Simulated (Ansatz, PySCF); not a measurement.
Species: CH₉N₃OSi, net charge 0, singlet state. 
Structure (B3LYP-D3(BJ)/def2-TZVP (Ansatz, a quantum-chemistry and plane-wave program) minimum search):
SMILES: [Si](OC)(N)(N)N
```xyz
15

Si    -0.3915     0.0684     0.0080
O      0.9988    -0.4319     0.7395
C      2.2613    -0.4393     0.1035
N     -1.4803     0.0585     1.3282
N     -0.4591     1.6374    -0.6649
N     -0.6000    -0.9559    -1.3588
H      2.9867    -0.8815     0.7875
H      2.2440    -1.0255    -0.8204
H      2.5876     0.5774    -0.1392
H     -1.2853    -0.5166     2.1312
H     -2.4673     0.2041     1.1973
H     -0.5552     2.4468    -0.0748
H     -0.0430     1.8553    -1.5547
H     -1.3182    -0.7568    -2.0368
H     -0.4500    -1.9487    -1.2705
```
Charge 0, spin multiplicity 1.

Dipole moments at this geometry, in debye (magnitudes).

```json
[
 {"level": "SVWN5/def2-TZVPD", "program": "Ansatz", "dipole (D)": "1.11"},
 {"level": "B3LYP/def2-TZVPD", "program": "PySCF", "dipole (D)": "1.09"},
 {"level": "BHLYP/def2-TZVPD", "program": "Ansatz", "dipole (D)": "(withheld)"},
 {"level": "r2SCAN0/def2-TZVPD", "program": "Ansatz", "dipole (D)": "1.11"},
 {"level": "CCSD(T)/aug-cc-pV(D+d)Z", "program": "Ansatz", "dipole (D)": "(withheld)"}
]
```

### Question
What belongs in the gaps?

### Answer

- BHLYP/def2-TZVPD, dipole (D): 1.12
- CCSD(T)/aug-cc-pV(D+d)Z, dipole (D): 1.07
